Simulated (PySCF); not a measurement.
Electron correlation in Br- (bromine, charge -1)

[Kr], closed-shell 1S. Calculation: PySCF 2.14, in aug-cc-pVTZ-PP with one added diffuse shell each of s, d, f type with ECP10MDF (7s5p5d3f, 68 functions); a scalar-relativistic core potential. Frozen: 3s2 3p6 3d10; 8 electrons correlated.

```json
{"level": "CCSD", "correlation energy (mhartree)": "-190.05"}
{"level": "(T)", "correlation energy (mhartree)": "-7.90"}
{"level": "CCSD(T)", "correlation energy (mhartree)": "-197.95"}
```

Diagnostics: T1 = 0.0063, D1 = 0.0090, largest double amplitude 0.027.

Cost of the coupled-cluster step: roughly 1.5 core-seconds, for 8 correlated electrons.

Iterations:

```
CC2 = 0
CCSD nocc = 4, nmo = 59
frozen orbitals [0, 1, 2, 3, 4, 5, 6, 7, 8]
max_cycle = 100
direct = 0
conv_tol = 1e-08
conv_tol_normt = 1e-06
diis_space = 8
diis_start_cycle = 0
Init t2, MP2 energy = -415.754323082336  E_corr(MP2) -0.176452627278131
Init E_corr(CCSD) = -0.176452627278138
cycle = 1  E_corr(CCSD) = -0.186646798752088  dE = -0.0101941715  norm(t1,t2) = 0.0260745
cycle = 2  E_corr(CCSD) = -0.189344014606971  dE = -0.00269721585  norm(t1,t2) = 0.00774733
cycle = 3  E_corr(CCSD) = -0.189832767315221  dE = -0.000488752708  norm(t1,t2) = 0.00312839
cycle = 4  E_corr(CCSD) = -0.190085093385284  dE = -0.00025232607  norm(t1,t2) = 0.00118141
cycle = 5  E_corr(CCSD) = -0.190056522851744  dE = 2.85705335e-05  norm(t1,t2) = 0.000334951
cycle = 6  E_corr(CCSD) = -0.190046919294075  dE = 9.60355767e-06  norm(t1,t2) = 0.000100974
cycle = 7  E_corr(CCSD) = -0.190047665186378  dE = -7.45892303e-07  norm(t1,t2) = 1.95817e-05
cycle = 8  E_corr(CCSD) = -0.190048312776674  dE = -6.47590296e-07  norm(t1,t2) = 4.34853e-06
cycle = 9  E_corr(CCSD) = -0.19004830248708  dE = 1.02895941e-08  norm(t1,t2) = 9.59804e-07
cycle = 10  E_corr(CCSD) = -0.190048271724622  dE = 3.07624574e-08  norm(t1,t2) = 1.64428e-07
cycle = 11  E_corr(CCSD) = -0.190048273963359  dE = -2.23873667e-09  norm(t1,t2) = 5.06748e-08
CCSD converged
E(CCSD) = -415.7679187290217  E_corr = -0.1900482739633591
CCSD(T) correction = -0.00789745365419021
```
